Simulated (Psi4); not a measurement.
Approach curve of the dimer H4Ge ··· CH5N (SMILES [GeH4] and CN). Monomers: optimised at B3LYP-D3(BJ) (def2-TZVP), held rigid. Orientation: a higher rigid-body minimum at GFN2-xTB. R is the distance of the centres of mass, along which the second monomer moves.

Geometry at R = 3.63 Å (first 5 atoms: monomer A):
```
12

Ge     0.0000     0.0000     0.0000
H     -0.9287    -0.0131     1.2233
H      0.1707     1.4429    -0.4978
H      1.3705    -0.5720     0.3916
H     -0.6126    -0.8578    -1.1170
C      3.1724     0.9717    -2.0786
N      2.2219     0.0974    -2.7645
H      2.8925     1.2545    -1.0544
H      3.2984     1.8887    -2.6565
H      4.1459     0.4805    -2.0362
H      1.3114     0.5366    -2.8278
H      2.0967    -0.7679    -2.2532
```

Computed with SAPT0/jun-cc-pVDZ, frozen core (Psi4).

Components in kJ/mol:

| R / Å | electrostatics | exchange | induction | dispersion | total |
|---|---|---|---|---|---|
| 2.99 | -39.48 | 102.86 | -10.17 | -24.75 | 28.46 |
| 3.25 | -17.91 | 47.50 | -4.68 | -15.56 | 9.35 |
| 3.46 | -9.32 | 25.03 | -2.48 | -10.81 | 2.42 |
| 3.63 | -5.44 | 14.76 | -1.48 | -8.12 | -0.27 |
| 3.86 | -2.57 | 7.14 | -0.74 | -5.57 | -1.74 |
| 4.00 | -1.59 | 4.56 | -0.49 | -4.46 | -1.99 |
| 4.36 | -0.40 | 1.43 | -0.18 | -2.59 | -1.74 |
| 4.61 | -0.09 | 0.63 | -0.10 | -1.81 | -1.37 |
| 5.16 | 0.09 | 0.10 | -0.03 | -0.88 | -0.72 |
| 5.79 | 0.09 | 0.01 | -0.01 | -0.43 | -0.34 |
| 6.85 | 0.05 | 0.00 | 0.00 | -0.15 | -0.11 |
| 8.17 | 0.02 | 0.00 | 0.00 | -0.05 | -0.03 |
